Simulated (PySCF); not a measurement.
# Excitation energy of Al by level of theory

Al [Ne] 3s2 3p1 (2P) → Al [Ne] 3s1 3p1 3d1 (high-spin determinant), as a difference of total energies. All numbers are calculated (PySCF 2.14, the non-relativistic Hamiltonian (point nucleus), in aug-cc-pV(Q+d)Z (7s6p5d3f2g, 89 functions)). Correlated levels: valence: [Ne] frozen. The calculations carry no spin-orbit coupling.

```tsv
method	excitation energy (eV)
UHF	7.527
LDA	8.389
PBE	8.235
PBE0	8.288
r2SCAN	8.127
BLYP	8.433
revPBE	8.150
B97-3	8.501
TPSS	8.282
MP2 (valence)	8.369
SCS-MP2 (valence)	8.644
```

Problem. How much does correlation contribute at MP2 (valence)?

Solution. 8.369 − (7.527) = 0.842 eV, measured against UHF.

The upper state lies above the first ionisation limit, but in LS coupling its spin forbids autoionisation to the ground ion.

The promoted electron is Rydberg-like, and one or two diffuse shells describe it only roughly, which tends to raise the upper state.

The determinant of the upper state mixes LS terms, which raises its energy above the lowest term, most at the Hartree-Fock and MP2 levels.
